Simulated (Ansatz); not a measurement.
Reactions of BH7SeSi2, SMILES `B[Se][SiH2][SiH3]`.

Computed with Ansatz on PBE0-D4/def2-TZVP structures; ΔE is electronic, products minus reactants. CCSD(T)/CBS adds triple-zeta CCSD(T) − MP2 to the extrapolated MP2 energy (def2 sets, frozen cores). This one scheme is used for every species, atoms too. Functionals use def2-TZVPP. No spin–orbit coupling; open shells (•) take unrestricted orbitals. Spin–orbit coupling would lower the free atoms: a little for B, Si; clearly for Se. Bonds to Se, Zn are less sure, by a few kJ/mol each and by 10 to 20 or more in all where they break to atoms, as the def2 sets lack core-valence functions. Scalar relativity is left out up to krypton. One conformer a species, not always the lowest.

| reaction | MP2/CBS(def2) (eV) | ωB97M-V (eV) | CCSD(T)/CBS(def2) (eV) |
| --- | --- | --- | --- |
| `B[Se][SiH2][SiH3]` + `CF` → `B[Se]CF` + `[SiH3][SiH3]` | 1.12 | 0.99 | 1.05 |
| `B[Se][SiH2][SiH3]` → B• + 7 H• + Se• + 2 Si• | 34.28 | 34.28 | 34.39 |
| `B[Se][SiH2][SiH3]` + HCl → `B[Se][SiH2]Cl` + SiH₄ | -1.04 | -1.00 | -0.94 |
| `B[Se][SiH2][SiH3]` + `C[SiH2]O` → `BO[SiH2]C` + `[SiH3][SiH2][SeH]` | -0.48 | -0.60 | -0.52 |
| `B[Se][SiH2][SiH3]` + `C[NH][ZnH]` → `B[N](C)[ZnH]` + `[SiH3][SiH2][SeH]` | -0.71 | -0.82 | -0.75 |
| `B[Se][SiH2][SiH3]` + CH₄ → `B[Se]C` + `[SiH3][SiH3]` | 1.18 | 1.08 | 1.11 |
| `B[Se][SiH2][SiH3]` + `CN[SiH2][SiH3]` → `BN(C)[SiH2][SiH3]` + `[SiH3][SiH2][SeH]` | -0.63 | -0.71 | -0.65 |
| `B[Se][SiH2][SiH3]` + `F[SiH3]` → `B[Se][SiH2]F` + `[SiH3][SiH3]` | 0.01 | -0.04 | -0.01 |
| `B[Se][SiH2][SiH3]` + H₂ → `[SiH3][SiH2][SeH]` + BH₃ | 0.89 | 0.75 | 0.81 |
| `B[Se][SiH2][SiH3]` + H₂ → `B[SeH]` + `[SiH3][SiH3]` | 0.55 | 0.36 | 0.42 |

Largest T1 diagnostic: 0.016, for `B[N](C)[ZnH]`.
